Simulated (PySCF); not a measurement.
Species: C₂H₁₀GeSi.
Atom-mapped SMILES: `[CH3:1][C@@H:2]([SiH3:3])[GeH3:4]` (hydrogens: H5, H6, H7 on C1; H8 on C2; H9, H10, H11 on Si3; H12, H13, H14 on Ge4)

Method: PBE0-D3(BJ)/def2-SVP geometry optimisation, gas phase in PySCF; density fitting, grid level 1; the optimiser is geomeTRIC in internal coordinates, started from a GFN2-xTB structure with every atom displaced at random (about 0.01 Å).

Step 0: E = -66608.3892 eV
```
atom  x, y, z in Å  |  force x, y, z in eV/Å
C1     -0.0713    1.5937   -0.8330   -0.775   1.003   0.109
C2      0.0165    0.6155    0.3075    0.402  -0.931   0.061
Si3    -1.5245   -0.5145    0.4186    1.300   0.670   0.681
Ge4     1.7115   -0.4459    0.1329   -1.734   0.041   0.552
H5     -0.9818    2.2358   -0.7384    0.375  -0.165  -0.045
H6     -0.1613    1.1060   -1.7950    0.062  -0.340  -0.650
H7      0.7899    2.2731   -0.8724    0.137   0.081  -0.067
H8      0.1145    1.1804    1.2439   -0.055  -0.080   0.299
H9     -2.6945    0.3357    0.6058   -0.695   0.324   0.013
H10    -1.6274   -1.3048   -0.7912   -0.168  -0.494  -0.759
H11    -1.3679   -1.4015    1.5927   -0.079  -0.256   0.196
H12     1.8822   -1.3897    1.2901    0.061  -0.417   0.597
H13     2.8654    0.4458    0.0682    1.260   1.094  -0.064
H14     1.6751   -1.2644   -1.1084   -0.092  -0.531  -0.923
```

Step 1: E = -66608.5802 eV
```
atom  x, y, z in Å  |  force x, y, z in eV/Å
C1     -0.0788    1.6208   -0.8469    0.035  -0.109  -0.111
C2      0.0385    0.6085    0.2975   -0.083  -0.011   0.127
Si3    -1.4853   -0.4987    0.4519   -0.029  -0.014  -0.182
Ge4     1.6800   -0.4655    0.1397    0.458   0.165  -0.113
H5     -0.9612    2.2680   -0.7310   -0.061   0.027   0.014
H6     -0.1690    1.1209   -1.8285   -0.004   0.027   0.088
H7      0.8022    2.2801   -0.9030    0.021   0.007   0.010
H8      0.1361    1.1481    1.2595    0.008  -0.055  -0.041
H9     -2.7342    0.3180    0.5987    0.042   0.006   0.010
H10    -1.6199   -1.3254   -0.7948   -0.015   0.032   0.068
H11    -1.3833   -1.4267    1.6195    0.041   0.023   0.020
H12     1.8507   -1.4218    1.3532   -0.024   0.146  -0.190
H13     2.8981    0.5407    0.0846   -0.402  -0.426   0.010
H14     1.6523   -1.3018   -1.1794    0.010   0.180   0.289
```

**Question.** Estimate the geometry and energy of step 2. (The exact step hangs on the optimiser's Hessian estimate; all steps are aligned on step 1, rigid shifts and turns removed.)

**Answer.** E = -66608.6003 eV, largest force 0.141 eV/Å
```
atom  x, y, z in Å  |  force x, y, z in eV/Å
C1     -0.0817    1.6177   -0.8465    0.007   0.008  -0.021
C2      0.0378    0.6078    0.2985   -0.006  -0.023   0.040
Si3    -1.4835   -0.4978    0.4430   -0.006  -0.021  -0.044
Ge4     1.6846   -0.4579    0.1409    0.099   0.098  -0.022
H5     -0.9692    2.2616   -0.7309    0.002   0.001  -0.003
H6     -0.1705    1.1152   -1.8240   -0.004   0.000   0.007
H7      0.7979    2.2798   -0.9020   -0.007   0.007  -0.004
H8      0.1335    1.1426    1.2612   -0.012  -0.009   0.001
H9     -2.7253    0.3251    0.5981    0.008   0.009   0.007
H10    -1.6278   -1.3246   -0.7978   -0.008   0.006   0.012
H11    -1.3690   -1.4196    1.6147    0.008   0.004   0.010
H12     1.8494   -1.4093    1.3400   -0.007  -0.006   0.012
H13     2.8939    0.5088    0.0866   -0.066  -0.075   0.001
H14     1.6562   -1.2842   -1.1608   -0.008   0.001   0.004
```

The energy changes by -0.0201 eV. The first-order estimate −F·Δx gives -0.0352 eV and the mean of the old and new forces, exact on a quadratic surface, -0.0198 eV. The step makes an angle of 46° with the force vector and moves no atom by more than 0.032 Å.

What follows is the cost of the whole optimisation. Hardware: one thread of an Arm Neoverse V2, shared host. Cost: 30 s of wall time, 0.55 GiB resident at most.
